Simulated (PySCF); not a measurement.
Working out the ionisation energy of Cl²⁺

Cl²⁺ [Ne] 3s2 3p3 (4S) → Cl³⁺ [Ne] 3s2 3p2 (3P). Calculation: PySCF 2.14, in def2-TZVP (5s5p2d1f, 37 functions); no relativity, point nucleus. Frozen: [Ne]. Energies in hartree (1 hartree = 27.21139 eV):

```
            part  Cl²⁺ (lower)  Cl³⁺ (upper)
             UHF   -458.214273   -456.782678
CCSD correlation     -0.114839     -0.094234
             (T)     -0.003260     -0.002007
```

Q: What does Hartree-Fock give?

A: (-456.782678) − (-458.214273) = 1.431595 hartree = 38.956 eV.

Q: What do CCSD and CCSD(T) give?

A: The CCSD correlation energies differ by 0.020605 hartree = 0.561 eV and the triples by 0.001253 hartree = 0.034 eV, so CCSD gives 39.517 eV and CCSD(T) 39.551 eV.

Reference: 39.8 ± 0.11 eV (semi-empirical (NIST evaluation); NIST Atomic Spectra Database, ionization energies), between the lowest levels; spin-orbit coupling is absent from the calculation.

What remains against the reference includes basis incompleteness, the frozen core and higher excitations.
